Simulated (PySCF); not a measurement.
O$_{2}$Ti, charge +1, doublet, at a GFN2-xTB geometry (such geometries of metal compounds can be far from the true shape) (the multiplicity is a formal guess). Base run: B3LYP/6-31G** (PySCF).

PySCF was given this input:
```python
from pyscf import gto, scf, dft

mol = gto.M(
    atom='''
Ti    0.301376    0.057665    0.361041
O     0.504710    0.081928   -1.289394
O    -1.333495   -0.240506    0.296531
''',
    basis='6-31g**',
    charge=1,
    spin=1,
    verbose=4,
)

mf = dft.UKS(mol)
mf.xc = 'b3lyp'
mf.kernel()
```

The base run was repeated with changes; each row names its change, and settings that it needs were set with it.

| change | ΔE vs base (mEh) | grid points | electrons on the grid | outcome |
|---|---|---|---|---|
| base | 0.000 | 49072 | 37.00000 | converged |
| grids.level = 5 | 0.000 | 131232 | 37.00000 | converged |
| grids.atom_grid = (50, 194) | 0.015 | 19080 | 36.99993 | converged |
| grids.atom_grid = (150, 974) | 0.000 | 226176 | 37.00000 | converged |
| grids.level = 0 | -26.333 | 4600 | 37.00515 | converged |
| grids.atom_grid = (30, 110) | -8.106 | 7320 | 37.00062 | converged |
| grids.level = 7 | 0.000 | 261664 | 37.00000 | converged |
| grids.prune = dft.gen_grid.sg1_prune | - | - | - | input refused |
| grids.becke_scheme = stratmann | -0.001 | 49072 | 37.00000 | converged |
| grids.level = 1 | 0.053 | 17816 | 36.99992 | converged |
| grids.prune = dft.gen_grid.treutler_prune | -0.001 | 45552 | 37.00000 | converged |

Open shells are given as the SCF converged; they aren't shown to be the lowest states, and a large step between rows can be another state.

- grids.prune = dft.gen_grid.sg1_prune: ended with `IndexError: index 22 is out of bounds for axis 0 with size 19`
